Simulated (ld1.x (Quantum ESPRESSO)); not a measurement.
molybdenum, PAW: configuration errors across variants

Mo, PAW, made with ld1.x (Quantum ESPRESSO) 7.5 (PBE, scalar-relativistic). Core [Kr], reference 4d4 5s0 5p0 (charge +2). Waves: 5s (bound, empty): rcut 1.90, rcutus 2.60 bohr; 5s channel at -0.7 Ry: rcut 1.90, rcutus 2.60 bohr; 5p (bound, empty): rcut 2.70, rcutus 3.45 bohr; 5p channel at -0.2 Ry: rcut 2.70, rcutus 3.45 bohr; 4d (bound): rcut 2.15, rcutus 2.40 bohr; 4d channel at -0.7 Ry: rcut 2.15, rcutus 2.40 bohr; 4f channel at -0.1 Ry: rcut 2.80, rcutus 3.70 bohr; 4f channel at 1.35 Ry: rcut 2.80, rcutus 3.70 bohr. Local part: all-electron potential smoothed inside 3.25 bohr (lloc = -1). Core correction: a·sin(br)/r model core, default radius (ld1.x builds one for every PAW set, though the input has nlcc=.false.). Augmentation charge: BESSEL, radius 1.85 bohr.

All-electron excitation energies from the reference (eV): (1) 4d5 5s1 5p0 -22.352; (2) 4d5 5s0 5p0 -15.462; (3) 4d3 5s0 5p0 26.744; (4) 4d5 5s0 5p1 -19.211; (5) 4d5.5 5s0.5 5p0 -22.072; (6) 4d4 5s1 5p0 -14.288.

The overlap operator is not positive definite (basis up to 400 Ry) in “local potential all-electron potential smoothed inside 3.65 bohr (lloc = -1)”. Such files are unfit for use, however small their errors in these radial tests.

Tests that are not counted but printed errors over 1 eV. “waves 5p (bound): rcut 1.96, rcutus 2.08 bohr; 5p channel at -0.2 Ry: rcut 1.96, rcutus 2.08 bohr”: 4d5 5s0 5p1 (solver errors, printed error -2.1 eV).

2 further variants failed, have other tests or another functional or relativity, and are left out.

A true bound ghost makes a file unfit for plane-wave use even where its test errors are small: the radial tests pick states by their node count and pass the ghost by. Where a test does run into it, the solver fails or the error is huge.

Errors AE − PS in meV (a dash: test not solved or not reliable):

```csv
change,(1),(2),(3),(4),(5),(6),bound ghosts
base,-24,-102,-210,-78,-109,+39,none
"waves 4f channel at -0.1 Ry: rcut 2.80, rcutus 5.52 bohr; 4f channel at 1.35 Ry: rcut 2.80, rcutus 5.52 bohr",-25,-103,-211,-78,-110,+39,none
local potential all-electron potential smoothed inside 3.76 bohr (lloc = -1),–,–,–,–,–,–,none
"waves 4d (bound): rcut 2.15, rcutus 3.54 bohr; 4d channel at -0.7 Ry: rcut 2.15, rcutus 3.54 bohr",–,–,–,–,–,–,none
"waves 5s (bound): rcut 1.90, rcutus 2.58 bohr; 5s channel at -0.7 Ry: rcut 1.90, rcutus 2.58 bohr",+5.7,-102,-210,-78,-93,+58,none
"augmentation BESSEL, radius 1.45 bohr",-24,-102,-210,-78,-110,+40,none
type TM; waves now 5s (bound): rc 2.60 bohr; 5p (bound): rc 3.45 bohr; 4d (bound): rc 2.40 bohr; 4f channel at -0.1 Ry: rc 3.70 bohr; local potential all-electron potential smoothed inside 2.90 bohr (lloc = -1); core correction none,+156,-14,-29,+84,+81,+96,none
local potential all-electron potential smoothed inside 3.65 bohr (lloc = -1),–,–,–,–,–,–,not determined (overlap not positive)
"waves 5p (bound): rcut 1.96, rcutus 2.08 bohr; 5p channel at -0.2 Ry: rcut 1.96, rcutus 2.08 bohr",-24,-102,-210,–,-109,+39,p
"wave 5s channel at -0.7 Ry: rcut 1.90, rcutus 2.60 bohr becomes 5s channel at -1.14 Ry: rcut 1.90, rcutus 2.60 bohr",-21,-102,-210,-78,-108,+41,none
```

**Question.** Give the same row for: all radii but the core radius scaled by about 1.29 (s 3.36, p 4.46, d 3.10, f 4.80 bohr, rcut 2.46/3.50/2.78/3.62); local potential all-electron potential smoothed inside 4.20 bohr (lloc = -1); augmentation BESSEL, radius 2.40 bohr.

**Answer.** –, –, –, –, –, –; bound ghosts: none.
